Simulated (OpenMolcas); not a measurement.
**Tl+: effect of the basis set**

| Item | Value |
| --- | --- |
| Program | OpenMolcas 26.06 |
| Method | MS-CASPT2, IPEA 0.25 Eh, imaginary shift 0.1 Eh (closed shells correlated: 5d) |
| Active space | 2 electrons in 4 orbitals (6s 6p) |
| State averaging | 2S+1 = 3 even, 3 roots; 2S+1 = 1 even, 7 roots; 2S+1 = 3 odd, 3 roots; 2S+1 = 1 odd, 3 roots |
| Spin-orbit coupling | state interaction with AMFI integrals over the reference wave functions, term energies averaged over their components |

A. ANO-RCC-VDZP [7s6p4d2f1g], DKH2, point nucleus; CASPT2 step roughly 2.7 core-seconds
B. ANO-R2 [8s7p5d3f1g], X2C, finite nucleus; CASPT2 step about 4 core-seconds
C. ANO-RCC-VTZP [8s7p5d3f2g], X2C, point nucleus; CASPT2 step of the order of 5 core-seconds
D. ANO-RCC-VTZP [8s7p5d3f2g], DKH2, point nucleus; CASPT2 step roughly 4 core-seconds
E. ANO-RCC-VQZP [9s8p6d4f3g], DKH2, point nucleus; CASPT2 step roughly 7 core-seconds
F. ANO-R3 [9s8p7d3f2g1h], X2C, finite nucleus; CASPT2 step of the order of 8 core-seconds

Energies in cm-1 above 6s2 1S0, the measured ground level; measured values from NIST Handbook of Basic Atomic Spectroscopic Data.

| Level | A | B | C | D | E | F | Measured |
| --- | --- | --- | --- | --- | --- | --- | --- |
| 6s2 1S0 | 0.0 | 0.0 | 0.0 | 0.0 | 0.0 | 0.0 | 0.0 |
| 6s 6p 3P* 0 | 51020 | 52160 | 51050 | 50780 | 50220 | 50860 | 49451 |
| 6s 6p 3P* 1 | 53920 | 54710 | 53660 | 53400 | 53000 | 53740 | 52394 |
| 6s 6p 3P* 2 | 61680 | 61470 | 60680 | 60410 | 60460 | 61360 | 61728 |
| 6s 6p 1P* 1 | 76000 | 75910 | 74970 | 74730 | 74560 | 75670 | 75663 |
| 6p2 3P0 | 122420 | 123460 | 121540 | 120980 | 119830 | 121380 |  |
| 6p2 3P1 | 129050 | 129120 | 127470 | 126910 | 126290 | 127910 |  |
| 6p2 1S0 | 153050 | 150830 | 149190 | 148650 | 147920 | 150370 |  |

Deviations, from unrounded energies. A percentage is the sum of absolute deviations over the sum of measured energies, with the sign that they share, or ± where signs differ.

```csv
Against measurement,Levels,A,B,C,D,E,F
mean absolute deviation (cm-1),4,870,1400,1100,1100,940,790
other configurations (%),4,±1.5,±2.3,±1.9,±1.9,±1.6,±1.3
```

F lies closest to measurement on these levels and B furthest from it. The largest miss of F in the table is 6s 6p 3P* 0, by +1400 cm-1. The ranking rests on the paired levels alone, and a cruder setting can come out closer through cancelling errors.

Among A to F the level of the table that moves most is 6p2 1S0, by 5100 cm-1 (lowest in E, highest in A). Moves below CASPT2's spread within the term are not significant.

Over all roots computed the reference weight is 0.87 to 0.93 in D, 0.86 to 0.93 in E; the roots of lowest weight are the least certain, and an intruder state may touch them. The ¹D term of p² mixes with s d, which this space lacks. Spin-orbit splittings of 6p shells tend to come out small when the coupling is added on scalar orbitals. Measured partners are found by configuration, term and J. A level has none where our copy of the source lacks it or the pairing is in doubt (some pairs that miss far off the trend of their configuration count as doubtful), and it then counts in no deviation. Levels of configurations outside the active space are missing. The table leaves out levels that lie high or whose names do not pair safely across all columns.

* marks odd parity.
